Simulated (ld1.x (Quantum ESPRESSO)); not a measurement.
Ranking TM potentials for phosphorus

All share these settings but for the change named:

| Quantity | Value |
| --- | --- |
| Element | phosphorus (P) |
| Generator | ld1.x (Quantum ESPRESSO) 7.5 |
| Type | norm-conserving Troullier–Martins (Kleinman–Bylander form) |
| Functional | revPBE |
| Relativity | scalar-relativistic |
| Frozen core | [Ne] |
| Valence charge | 5 |
| Reference configuration | 3s1.5 3p3.5 |
| Partial waves | 3s (bound): rc 1.55 bohr; 3p (bound): rc 1.20 bohr |
| Local potential | all-electron potential smoothed inside 1.20 bohr (lloc = -2) |
| Core correction | a·sin(br)/r model core inside 0.75 bohr |

Cutoff: the first of the cutoffs (Ry, on a coarse ladder) from which the occupation-weighted sum of valence levels, in a spherical-Bessel basis at the reference potential, stays within 10 and 1 mRy of its value at 400 Ry; the density cutoff is not measured.

The base gives 70 Ry.

Of 10 variants that were run, those that failed, showed a ghost or another fault, or gave nearly equal values are left out.

(1) Rank these variants from softest to hardest (loose cutoff).
A. all radii but the core radius scaled by about 1.17 (s 1.82, p 1.40 bohr); local potential all-electron potential smoothed inside 1.40 bohr (lloc = -2)
B. all radii but the core radius scaled by about 1.30 (s 2.02, p 1.56 bohr); local potential all-electron potential smoothed inside 1.56 bohr (lloc = -2)
C. all radii but the core radius scaled by about 0.91 (s 1.40, p 1.10 bohr); local potential all-electron potential smoothed inside 1.10 bohr (lloc = -2)
D. all radii but the core radius scaled by about 0.97 (s 1.50, p 1.16 bohr); local potential all-electron potential smoothed inside 1.16 bohr (lloc = -2)
E. all radii but the core radius scaled by about 1.24 (s 1.92, p 1.50 bohr); local potential all-electron potential smoothed inside 1.50 bohr (lloc = -2)

Results:

(1) B (15 Ry), E (18 Ry), A (40 Ry), D (90 Ry), C (120 Ry).
